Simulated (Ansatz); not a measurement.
Mulliken charges of `[Cl][Ga@H-]1[Cl+][Ga@@H-]([Cl])[Cl+]1` from r2SCAN/def2-TZVPP in Ansatz (PBE0-D4/def2-TZVP geometry).

```csv
atom,x (Å),y (Å),z (Å),charge (e)
Cl1,1.175,0.771,-2.681,-0.254
Ga2,1.456,0.534,-0.582,0.523
Cl3,0.593,-1.566,-0.017,-0.242
Ga4,-1.320,-0.533,0.847,0.523
Cl5,-2.861,-0.781,-0.604,-0.254
Cl6,-0.364,1.568,0.464,-0.242
H7,2.753,0.808,0.210,-0.027
H8,-1.431,-0.800,2.363,-0.027
```

Q: By hand: the dipole of these point charges (1 e Å = 4.8032 D).

A: Σ q r = (0.408, 0.002, 0.795) e Å, of length 0.894 e Å = 4.29 D.

Q: How does the dipole of the full density compare? (Best estimate.)

A: Computed: (0.266, 0.002, 0.519) e Å, 2.80 D; the point charges give 1.53 times that, at 0° from its direction.

Point charges leave out the atoms' own dipoles, such as those of lone pairs, and Mulliken's split depends on the basis, so the two needn't agree.
